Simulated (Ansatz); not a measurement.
The cluster Cd2Se⁺ was relaxed with PBE0-D4 (def2-TZVP) in Ansatz in these states: charge +1 doublet, charge +1 quartet. The geometries follow in no particular order.

In the def2 sets Cd takes a core potential; there is no spin–orbit coupling.

A:

```xyz
3

Cd   -1.574    0.530   -1.393
Cd    1.997    0.039    0.842
Se   -0.423   -0.569    0.551
```

B:

| atom | x (Å) | y (Å) | z (Å) |
| --- | --- | --- | --- |
| Cd1 | 1.433 | -1.688 | 0.289 |
| Cd2 | -2.005 | 0.918 | 0.350 |
| Se3 | 0.573 | 0.770 | -0.639 |

Problem. Judge from the bond lengths which geometry belongs to which state (an estimate).

Solution. A is the charge +1 doublet (Cd1–Se3 2.513 Å, Cd2–Se3 2.513 Å); B is the charge +1 quartet (Cd1–Se3 2.765 Å, Cd2–Se3 2.765 Å).

At PBE0-D4/def2-TZVP a doublet lies 0.66 eV below the charge +1 quartet. These are the stationary points nearest to one start from a short search; other shapes may lie lower in each state.
